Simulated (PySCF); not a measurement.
Excitation energy of Zr by level of theory

Zr [Kr] 4d2 5s2 (3F) → Zr [Kr] 4d3 5s1, s spin flipped, as a difference of total energies. Calculation: PySCF 2.14, in x2c-TZVPPall; the spin-free X2C one-electron Hamiltonian (Gaussian nucleus). Correlated levels: valence: [Kr] frozen. The calculations carry no spin-orbit coupling.

| method | excitation energy (eV) |
| --- | --- |
| UHF | 1.058 |
| MP2 (valence) | 1.249 |
| SCS-MP2 (valence) | 1.388 |

Problem. How much does correlation contribute at MP2 (valence)?

Solution. 1.249 − (1.058) = 0.191 eV, measured against UHF.

The upper determinant mixes two multiplicities, so it lies between the two terms.

The coupled-cluster amplitudes are large for the upper state (T1 above 0.03 or a double amplitude above 0.15), so a single reference is strained.
